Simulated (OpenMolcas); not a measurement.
# V3+: moving the ligands

V3+ with 6 ligands (sulfide) in trigonal prismatic coordination (D3h) at 2.26 Å, a polar angle of 48.6° against the regular 49.1°. A charge of +1.5 e stands 2.8 Å behind each ligand. Ligand basis ANO-RCC-VDZP.

* Program: OpenMolcas
* Method: CASSCF
* Basis: ANO-RCC-VTZP [6s5p3d2f1g]
* Scalar Hamiltonian: DKH2, point nucleus
* Active space: 2 electrons in 5 orbitals (3d)
* State averaging: 2S+1 = 3 even, 10 roots; 2S+1 = 1 even, 15 roots
* Spin-orbit coupling: RASSI with atomic mean-field integrals over the reference wave functions

Runs around this geometry, states (labels of D3, the rotations of D3h). Energies in cm-1 above the lowest state or level, χT in cm3 K/mol.

```tsv
R (Å)	Polar angle / regular	Ground state	First state of that spin	First gap with spin-orbit (degeneracies)	χT at 300 K	First state of another spin
2.26	0.99	3E	3E 6600	174.4 (2, 2)	0.899	1A1 11651
2.52	0.99	3E	3E 4550	182.7 (2, 2)	0.889	1A1 12656
2.42	1.089	3E	3E 5218	178.6 (2, 2)	0.892	1A1 12468
```

Taking the first state of the same spin as R^-n, n = -ln(4550 / 6600) / ln(2.52 / 2.26) = 3.4 between the shortest and longest distance.

An orbital doublet at a regular site is open to a Jahn-Teller distortion, which this geometry leaves out. Without dynamic correlation the repulsion within the d shell is too large (B by tens of per cent), so at a given field states of lower spin stand too high. The sulfide ions are held by bare point charges, a crude embedding. Ligand-to-metal charge-transfer states are missing. With no ligand orbital active B as a rule stays too high, so bands that hang on it stand too high and its fall with covalency is understated. With metal d orbitals alone and no dynamic correlation the field as a rule comes out too small, by tens of per cent, by up to half for chloride and softer ligands. The least metal-like active orbital is 80 % on the metal (Löwdin) and no ligand orbital is active, so the numbers are rough (holds for R = 2.26, ratio = 0.99). No measured value stands beside these numbers; the geometry was imposed, not optimised, and the real ion may take another.
